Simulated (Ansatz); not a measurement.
Saddle point of AlH4Cl2OF, singlet (AlHCl₂ ([Cl][AlH][Cl]) + H₂O + HF → AlHCl₂O ([OH][Al]([Cl])[Cl]) + HF + H₂; bonds formed: H2–H7, H5–F8; dative contacts that become bonds: Al1–O6; bonds broken: Al1–H2, H5–O6, H7–F8), PBE0-D4/def2-TZVP structure:

```csv
atom,x (Å),y (Å),z (Å)
Al1,-0.7989,0.3919,-0.4007
H2,-0.9377,-0.8492,0.8062
Cl3,-1.3975,-0.4548,-2.2170
Cl4,-1.8023,2.0266,0.4097
H5,1.3125,-0.1917,0.4866
O6,1.0000,0.5514,-0.3561
H7,-0.0556,-0.9527,1.0893
F8,1.1764,-0.9776,1.3506
H9,1.5032,0.4562,-1.1686
```

Energies are electronic, without zero-point energy. Barriers and step energies count from the start structure reached by relaxing down the imaginary mode; all methods use the PBE0-D4 structures, on which another method's saddle can fall below an end. Program: Ansatz 0.2.0. Basis: def2-TZVPP, with def2-QZVPP for the basis limit. Cores are frozen in the correlated methods. B3LYP uses VWN-RPA correlation. Extrapolation: Hartree–Fock as exp(−7.88 √X), correlation as X^−2.97.

```tsv
method	barrier (kcal/mol)	step energy (kcal/mol)
SPW92	1.03	2.37
PBE-D4	5.63	-1.32
BLYP-D4	?	-3.40
r2SCAN-D4	6.48	-2.02
B97M-V	?	1.22
PBE0-D4	9.22	-0.43
B3LYP-D4	9.45	-2.36
r2SCAN0-D4	9.53	-1.21
BHLYP-D4	13.64	-1.38
CAM-B3LYP-D4	9.78	-1.42
wB97X-V	11.13	-1.46
wB97M-V	11.57	-1.72
B2PLYP	10.33	-2.70
PBE-QIDH	11.14	-1.05
RPA on PBE	11.14	-2.28
HF	?	-1.34
MP2	10.25	-3.49
CCSD	13.82	-2.03
CCSD(T)	11.96	-2.24
```

Fill in the withheld barriers. (Judge from chemistry; the value comes from the calculation.)

Computed: HF 22.77; BLYP-D4 6.82; B97M-V 12.40 kcal/mol. Each is the energy of the saddle less that of the start structure, by the same method.

For comparison, the barrier by CCSD(T) at an estimated basis limit (MP2 extrapolated from triple and quadruple zeta, plus CCSD(T) − MP2 in triple zeta) is 12.17 kcal/mol.

The T1 diagnostic stays at or below 0.011.

Labels in which every atom is bracketed show which atoms are joined, not bond orders.

For scale, one of the runs: CCSD(T)/def2-TZVPP, 244 basis functions, launched by `ansatz run in.yaml --threads 8 --pin off --events-out ev --progress --plain --max-ram 19148MiB`. Time: 44 s of wall clock on 8 CPU threads of an Intel Xeon Platinum 8488C; the host was shared. Peak host memory: 4.7 GiB.
